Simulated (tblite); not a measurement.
Compound: C7H12O.
Atom-mapped SMILES: `[CH2:1]=[CH:2]/[CH:3]=[CH:4]/[CH2:5][CH2:6][O:7][CH3:8]` (hydrogens: H9, H10 on C1; H11 on C2; H12 on C3; H13 on C4; H14, H15 on C5; H16, H17 on C6; H18, H19, H20 on C8)

Computed with GFN2-xTB (tblite), gas phase: Langevin dynamics at 300 K from the optimised GFN2-xTB geometry, time step 0.5 fs, friction 0.01 fs⁻¹, 2000 steps. Over the second half of the run the saved frames average 302 K.

The optimised geometry, where the run starts:
```
atom  x, y, z in Å
C1      3.175    1.009   -2.539
C2      2.222    0.129   -2.250
C3      1.089    0.421   -1.402
C4      0.146   -0.468   -1.093
C5     -1.021   -0.191   -0.207
C6     -0.956   -1.058    1.063
O7     -2.116   -0.995    1.858
C8     -2.279    0.208    2.565
H9      3.152    2.014   -2.148
H10     4.010    0.761   -3.171
H11     2.268   -0.874   -2.653
H12     1.029    1.430   -1.014
H13     0.210   -1.477   -1.480
H14    -1.039    0.866    0.063
H15    -1.952   -0.433   -0.729
H16    -0.865   -2.110    0.780
H17    -0.072   -0.774    1.654
H18    -2.489    1.053    1.900
H19    -1.387    0.440    3.161
H20    -3.128    0.060    3.230
```

t = 25 fs, T = 165 K, E(pot) 0.435 eV above the start
```
atom  x, y, z in Å  |  force x, y, z in eV/Å
C1      3.219    0.969   -2.536   -0.824  -0.015   1.135
C2      2.196    0.167   -2.224    0.735  -0.335  -0.602
C3      1.072    0.518   -1.426   -1.202  -0.788   1.574
C4      0.162   -0.419   -1.034    1.401   1.214  -0.487
C5     -0.978   -0.217   -0.140   -0.835   0.035   0.324
C6     -0.977   -1.120    1.128   -0.636   1.306  -0.027
O7     -2.215   -0.972    1.809   -0.156   0.114  -0.221
C8     -2.337    0.230    2.520    0.821   0.963  -0.638
H9      3.329    1.919   -2.052   -0.190   0.436  -0.189
H10     4.045    0.644   -3.087    0.835  -0.418  -0.702
H11     2.228   -0.873   -2.566   -0.202   0.387  -0.125
H12     1.030    1.506   -0.947   -0.001  -0.333  -0.531
H13     0.233   -1.420   -1.404    0.175  -0.387  -0.297
H14    -1.143    0.827    0.149    0.440  -0.072   0.101
H15    -1.874   -0.485   -0.694   -0.352  -0.226  -0.166
H16    -0.894   -2.179    0.877    0.234   0.194   0.129
H17    -0.229   -0.707    1.819    0.519  -0.656  -0.196
H18    -2.656    1.176    1.974    0.470  -1.159  -0.050
H19    -1.400    0.445    3.051    0.137   0.181  -0.143
H20    -3.054    0.087    3.265   -1.367  -0.442   1.112
```

t = 100 fs, T = 243 K, E(pot) 0.585 eV above the start
```
atom  x, y, z in Å  |  force x, y, z in eV/Å
C1      3.176    1.044   -2.364   -0.385  -1.424   0.561
C2      2.222    0.163   -1.989    0.145   1.073   0.048
C3      1.024    0.513   -1.189    0.146   0.560  -1.775
C4      0.065   -0.352   -0.864    0.808   0.868   0.715
C5     -1.140   -0.045   -0.039    0.190   0.218  -0.898
C6     -1.086   -0.970    1.208   -1.388   2.266  -0.565
O7     -2.256   -0.903    2.006   -0.105  -1.421   0.090
C8     -2.641    0.333    2.500   -0.069   0.812   0.282
H9      3.204    2.067   -2.073   -0.251   0.408   0.149
H10     4.082    0.687   -2.840   -0.321   0.090  -0.176
H11     2.320   -0.858   -2.344   -0.118   0.041   0.321
H12     0.767    1.580   -1.188    0.500  -0.304   0.520
H13     0.264   -1.374   -1.010    0.090  -1.193  -0.199
H14    -1.184    1.034    0.175   -0.011  -0.432   0.151
H15    -1.952   -0.299   -0.730   -0.481  -0.014   0.560
H16    -1.020   -1.934    0.771    0.174  -1.115   0.466
H17    -0.256   -0.613    1.790    0.772  -0.311   0.381
H18    -3.065    0.914    1.694    0.161   0.722  -0.548
H19    -1.789    0.887    2.981   -0.718  -0.398  -0.202
H20    -3.517    0.233    3.172    0.860  -0.446   0.120
```

t = 150 fs, T = 305 K, E(pot) 0.709 eV above the start
```
atom  x, y, z in Å  |  force x, y, z in eV/Å
C1      3.166    1.019   -2.106    0.178  -0.595  -0.839
C2      2.235    0.138   -1.748    0.982  -0.680   0.069
C3      1.072    0.432   -0.987   -0.524   0.289   0.261
C4      0.026   -0.376   -0.912   -0.425  -1.954   0.993
C5     -1.243   -0.205   -0.060    1.027   0.664  -1.199
C6     -1.075   -0.799    1.355    0.607  -0.333  -0.814
O7     -2.354   -0.915    1.918    0.662  -1.045   0.065
C8     -2.829    0.269    2.440   -0.470   1.421  -0.466
H9      3.080    2.068   -1.964   -0.240   0.509   0.309
H10     3.994    0.746   -2.755   -0.118  -0.123   0.385
H11     2.373   -0.936   -1.895    0.123   0.296  -0.467
H12     1.080    1.362   -0.486   -0.285   1.099   0.192
H13     0.236   -1.434   -1.259   -0.780   1.222   0.035
H14    -1.533    0.865    0.000    0.464  -0.387   0.144
H15    -2.084   -0.665   -0.593    0.208  -0.366   0.308
H16    -0.461   -1.764    1.305   -1.399   0.741   0.099
H17    -0.479   -0.144    1.998    0.225   0.257  -0.122
H18    -3.424    0.904    1.720    0.861  -0.306  -0.089
H19    -2.006    0.919    2.872   -0.994  -0.724  -0.061
H20    -3.611   -0.043    3.100   -0.103   0.015   1.197
```

t = 275 fs, T = 271 K, E(pot) 0.784 eV above the start
```
atom  x, y, z in Å  |  force x, y, z in eV/Å
C1      3.336    0.946   -1.343   -0.328   1.852   1.064
C2      2.269    0.217   -1.560   -1.864   0.551   0.422
C3      0.866    0.574   -1.113    1.062  -0.490   0.115
C4      0.091   -0.391   -0.606   -1.192   2.107  -0.234
C5     -1.254   -0.128    0.072    1.990   0.559   0.364
C6     -1.121   -0.730    1.456   -0.270  -1.278   1.399
O7     -2.420   -1.076    2.012    1.290   1.448  -0.315
C8     -3.216    0.068    2.291   -0.821  -2.041   2.247
H9      3.261    1.886   -0.753    0.250  -0.702  -0.722
H10     4.276    0.652   -1.716    0.825  -0.114  -0.048
H11     2.460   -0.716   -2.028   -0.525  -0.732  -0.424
H12     0.551    1.642   -1.099    0.460  -0.981  -0.081
H13     0.416   -1.381   -0.573    0.409  -1.276  -0.104
H14    -1.411    0.968    0.142   -0.150  -0.656  -0.185
H15    -2.088   -0.653   -0.315   -0.668  -0.245  -1.095
H16    -0.580   -1.709    1.488   -0.491   0.399  -0.544
H17    -0.500   -0.122    2.127   -0.485   0.401   0.155
H18    -3.468    0.666    1.454   -0.045   0.508  -0.636
H19    -2.894    0.626    3.187    0.685   0.270  -0.661
H20    -4.106   -0.441    2.729   -0.134   0.419  -0.718
```

t = 350 fs, T = 254 K, E(pot) 0.710 eV above the start
```
atom  x, y, z in Å  |  force x, y, z in eV/Å
C1      3.587    0.685   -1.401   -2.605   1.219   1.893
C2      2.396    0.051   -1.401    1.653  -0.411  -0.616
C3      1.211    0.432   -0.681   -0.299   1.532   0.585
C4      0.141   -0.315   -0.440   -0.234  -1.304   0.006
C5     -1.191   -0.052    0.227    1.761  -0.647  -0.435
C6     -1.189   -0.829    1.600   -0.961   2.814  -0.644
O7     -2.485   -1.103    2.022   -0.910   0.126   0.682
C8     -3.295    0.014    2.429    1.064  -0.306  -0.449
H9      3.666    1.567   -0.750    0.105  -0.236  -0.360
H10     4.439    0.468   -1.937    1.147  -0.737  -0.947
H11     2.406   -0.854   -2.013   -0.607   0.069   0.223
H12     1.167    1.480   -0.310    0.256  -0.586  -0.389
H13     0.202   -1.367   -0.688    0.204  -0.172  -0.358
H14    -1.290    1.046    0.230   -0.721  -0.642   0.468
H15    -1.887   -0.643   -0.359   -0.563   0.724  -0.320
H16    -0.763   -1.789    1.506    0.893  -0.715  -0.052
H17    -0.706   -0.098    2.263    0.371  -0.653   0.565
H18    -3.903    0.344    1.591   -0.063   0.195  -0.185
H19    -2.628    0.840    2.757   -0.542  -0.374   0.085
H20    -3.951   -0.355    3.208    0.051   0.105   0.248
```

t = 400 fs, T = 299 K, E(pot) 0.885 eV above the start
```
atom  x, y, z in Å  |  force x, y, z in eV/Å
C1      3.507    0.448   -1.523    3.841   2.313  -0.582
C2      2.436   -0.218   -1.244   -1.887  -1.497  -0.439
C3      1.301    0.252   -0.511   -3.092  -1.651   0.175
C4      0.074   -0.377   -0.486    1.060   0.334  -0.512
C5     -1.143    0.001    0.395    2.060  -0.698  -2.672
C6     -1.242   -0.959    1.572   -0.574   0.619  -0.681
O7     -2.587   -1.026    1.931   -0.886  -0.453   1.436
C8     -3.142    0.092    2.600    0.161   0.073  -0.303
H9      3.776    1.518   -1.195   -0.812  -1.735  -0.279
H10     4.374    0.006   -2.093   -1.171   0.386   0.563
H11     2.295   -1.217   -1.708    0.138   0.541   0.448
H12     1.304    1.106    0.091    0.791   1.206   0.733
H13    -0.071   -1.184   -1.212   -0.040   0.011   0.574
H14    -0.953    1.035    0.607   -0.421   0.484   0.742
H15    -2.037   -0.125   -0.208   -0.146   0.161  -0.168
H16    -1.081   -2.022    1.274    0.717   0.899   0.356
H17    -0.602   -0.445    2.292    0.144  -1.073   0.796
H18    -3.378    0.841    1.839   -0.039   0.348   0.206
H19    -2.454    0.510    3.354   -0.101  -0.116  -0.224
H20    -4.071   -0.207    3.096    0.256  -0.153  -0.170
```

t = 425 fs, T = 292 K, E(pot) 0.707 eV above the start
```
atom  x, y, z in Å  |  force x, y, z in eV/Å
C1      3.443    0.394   -1.500   -0.348   0.460   0.859
C2      2.389   -0.396   -1.283    1.000   1.001   0.197
C3      1.306    0.098   -0.489    0.566   1.407   1.107
C4      0.077   -0.316   -0.476   -3.107  -3.352   0.089
C5     -1.070    0.145    0.464    1.375  -0.573  -2.469
C6     -1.320   -0.964    1.500   -0.421  -0.018  -0.735
O7     -2.671   -0.988    1.938    0.535  -0.866  -0.372
C8     -3.059    0.153    2.607    0.863   0.771   0.363
H9      3.557    1.397   -1.065   -0.405  -0.551  -0.256
H10     4.296    0.077   -2.021    0.784  -0.431  -0.711
H11     2.383   -1.397   -1.662   -0.305  -0.223  -0.214
H12     1.436    0.940    0.204    0.763   0.087  -0.614
H13    -0.137   -1.321   -0.990   -0.029   1.576   0.328
H14    -0.710    1.117    0.790   -0.410  -0.019   0.782
H15    -1.957    0.285   -0.161   -0.008  -0.025   0.098
H16    -1.153   -2.007    1.072   -0.019   1.359   0.491
H17    -0.602   -0.691    2.264    0.011  -0.666   0.848
H18    -3.015    1.037    1.966   -0.239   0.144  -0.135
H19    -2.358    0.339    3.430   -0.007   0.114   0.293
H20    -4.040    0.026    3.014   -0.599  -0.195   0.053
```

t = 525 fs, T = 208 K, E(pot) 0.641 eV above the start
```
atom  x, y, z in Å  |  force x, y, z in eV/Å
C1      3.665    0.078   -1.631   -1.521  -0.844  -0.954
C2      2.409   -0.332   -1.456   -0.038  -0.360   0.580
C3      1.534   -0.024   -0.342    0.817   0.559   0.585
C4      0.299   -0.490   -0.239   -0.931  -1.109  -0.415
C5     -0.804   -0.065    0.698    2.299   0.983   1.436
C6     -1.611   -1.125    1.485    2.436  -1.092   0.202
O7     -2.827   -0.682    1.896   -1.657   0.074  -0.138
C8     -2.829    0.413    2.778    0.855   0.328  -0.072
H9      4.145    0.646   -0.909    0.882   0.960   0.739
H10     4.081   -0.160   -2.589    0.690   0.048   0.134
H11     1.991   -1.029   -2.158   -0.258   0.013  -0.441
H12     1.954    0.645    0.416   -0.248  -0.024  -0.278
H13     0.032   -1.242   -0.999   -0.250   0.381   0.328
H14    -0.306    0.653    1.430   -0.324  -0.847  -0.334
H15    -1.393    0.631    0.139   -1.123  -0.096  -0.554
H16    -1.631   -2.053    0.872   -0.894   0.569  -0.009
H17    -1.065   -1.526    2.418    0.103   0.859  -0.835
H18    -2.385    1.320    2.309   -0.284  -0.343   0.150
H19    -2.234    0.220    3.702   -0.403  -0.103  -0.363
H20    -3.869    0.600    2.995   -0.152   0.041   0.238
```

t = 725 fs
```
atom  x, y, z in Å
C1      3.444   -1.149   -1.268
C2      2.138   -0.960   -1.282
C3      1.353   -0.422   -0.184
C4      0.095   -0.021   -0.299
C5     -0.763    0.512    0.808
C6     -1.178   -0.815    1.547
O7     -2.402   -0.596    2.170
C8     -2.510    0.497    3.035
H9      4.111   -0.935   -0.454
H10     3.960   -1.566   -2.121
H11     1.613   -1.371   -2.163
H12     1.943   -0.172    0.714
H13    -0.579   -0.089   -1.075
H14    -0.260    1.200    1.498
H15    -1.709    0.984    0.544
H16    -1.424   -1.750    0.887
H17    -0.313   -1.105    2.182
H18    -2.321    1.443    2.485
H19    -1.661    0.471    3.769
H20    -3.523    0.497    3.469
```

Task: Estimate the potential energy and the forces of this last frame.

Result: 0.876 eV above the start.

| atom | Fx (eV/Å) | Fy (eV/Å) | Fz (eV/Å) |
| --- | --- | --- | --- |
| C1 | 0.800 | -0.256 | -0.193 |
| C2 | -0.755 | -0.770 | -0.270 |
| C3 | 0.809 | 0.564 | -0.214 |
| C4 | -0.194 | 1.060 | 1.471 |
| C5 | 0.463 | -1.094 | 0.759 |
| C6 | -0.117 | -0.291 | -0.626 |
| O7 | -0.770 | -0.820 | 0.549 |
| C8 | 1.136 | 0.651 | 0.156 |
| H9 | -0.149 | 0.310 | 0.282 |
| H10 | -0.128 | -0.021 | -0.023 |
| H11 | -0.027 | 0.646 | 0.499 |
| H12 | -0.471 | -0.261 | -0.365 |
| H13 | -0.325 | -0.783 | -2.292 |
| H14 | 0.178 | -0.373 | -0.026 |
| H15 | 0.273 | -0.011 | -0.773 |
| H16 | 0.634 | 1.804 | 0.593 |
| H17 | -0.605 | 0.038 | 0.245 |
| H18 | -0.537 | -0.132 | 0.201 |
| H19 | -0.921 | -0.162 | 0.082 |
| H20 | 0.705 | -0.100 | -0.055 |

The bond farthest from its length at the start is C6–H16 (1.171 against 1.093 Å), and half the difference of its two atoms' forces along it is -1.26 eV/Å (positive lengthens). The largest atomic force is 2.44 eV/Å.

The cost below is that of the whole dynamics run. On AMD EPYC 9R45, one thread, on a shared host, this took 7.6 s and 0.18 GiB of memory at its peak.
